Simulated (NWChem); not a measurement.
# C6H7, doublet; SMILES [C]1=CCCC=C1

```xyz
13

C     -1.4496    -0.0307     0.1126
C     -0.9048     1.1771     0.0972
C      0.5838     1.2480    -0.2572
C      1.3297    -0.0096     0.2344
C      0.5719    -1.2899    -0.0501
C     -0.7767    -1.2917    -0.0969
H     -1.4588     2.0946     0.2822
H      0.6869     1.3424    -1.3503
H      1.0387     2.1453     0.1782
H      2.3284    -0.0484    -0.2162
H      1.4890     0.0629     1.3240
H      1.1326    -2.2148    -0.1732
H     -1.3429    -2.2003    -0.2848
```
Atoms are numbered in this order, from 1.

Program: NWChem. Spin-unrestricted. Geometry: optimised at B3LYP/6-31G* (spherical d), spin-unrestricted. No stability test was run on the SCF state.

Q: Predict the results for B3LYP/aug-cc-pVDZ. Quantities: highest occupied level (eV); lowest empty minus highest occupied level, either spin (eV); <S²>.

A: 
```
Quantity                                                     Value
-----------------------------------------------------------  -----
highest occupied level (eV)                                  -6.08
lowest empty minus highest occupied level, either spin (eV)   3.72
<S²>                                                         0.763
```
